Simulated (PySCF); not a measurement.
C4H10OSi.
Numbering: `[CH2:1]1[CH2:2][SiH2:3][CH2:4][CH2:5][O:6]1` (hydrogens: H7, H8 on C1; H9, H10 on C2; H11, H12 on Si3; H13, H14 on C4; H15, H16 on C5)

Cartesian coordinates in Å at the PBE0-D3(BJ)/def2-SVP level; atoms count from 1:
```xyz
16
C4H10OSi angstrom
C      1.136   -1.211    0.113
C      1.506    0.241   -0.202
Si     0.026    1.359    0.149
C     -1.434    0.337   -0.475
C     -1.223   -1.133   -0.104
O     -0.007   -1.657   -0.569
H      0.996   -1.336    1.208
H      1.951   -1.890   -0.185
H      1.770    0.323   -1.269
H      2.394    0.543    0.376
H      0.133    2.690   -0.526
H     -0.104    1.587    1.625
H     -2.392    0.701   -0.068
H     -1.492    0.428   -1.573
H     -2.012   -1.760   -0.548
H     -1.293   -1.258    0.998
```

Method used: TDDFT CAM-B3LYP/def2-SVPD, vertical, gas phase, core orbitals frozen in the response in PySCF.

Ground-to-excited transition dipoles (e·a0, same axes as the geometry; the sign carries no meaning), for the states with f of 0.002 or more among the lowest 6:

| state | E (eV) | μx | μy | μz |
| --- | --- | --- | --- | --- |
| S1 | 7.217 | 0.018 | 0.146 | -0.148 |
| S3 | 7.874 | 0.201 | -0.007 | 0.018 |
| S4 | 7.981 | -0.022 | -0.161 | 0.178 |
| S5 | 8.076 | -0.022 | 0.090 | 0.277 |
| S6 | 8.116 | -0.028 | -0.179 | 0.238 |

(1) Work out the oscillator strengths.

(2) What is the point group, and which symmetry does each of these states have?

(3) What angle do the transition dipoles of S4 and S6 make?

(4) How is the summed strength of these states shared among x, y and z?

Answers

(1) f = (2/3) ΔE |μ|² with ΔE in hartree (27.2114 eV).

| state | \|μ\|² (au) | \|μ\| (D) | f |
| --- | --- | --- | --- |
| S1 | 0.044 | 0.53 | 0.008 |
| S3 | 0.041 | 0.51 | 0.008 |
| S4 | 0.058 | 0.61 | 0.011 |
| S5 | 0.085 | 0.74 | 0.017 |
| S6 | 0.089 | 0.76 | 0.018 |

(2) Cs. From a totally symmetric ground state, an allowed state transforms like the component of the dipole operator along its μ. Polarised normal to the mirror plane, so A″: S3. Polarised in the mirror plane, so A′: S1, S4, S5 and S6.

(3) |cos θ| = |μa·μb| / (|μa| |μb|) = 1.00, so θ ≈ 5° (taken between 0 and 90°, since the signs are arbitrary).

(4) (2/3) Σ ΔE μα² gives 0.008 for x, 0.017 for y and 0.037 for z, 0.062 in all.

One conformer stands for the species.

Without π bonds the low states may be Rydberg-like; a valence basis with one diffuse set may place them up to an eV too high.
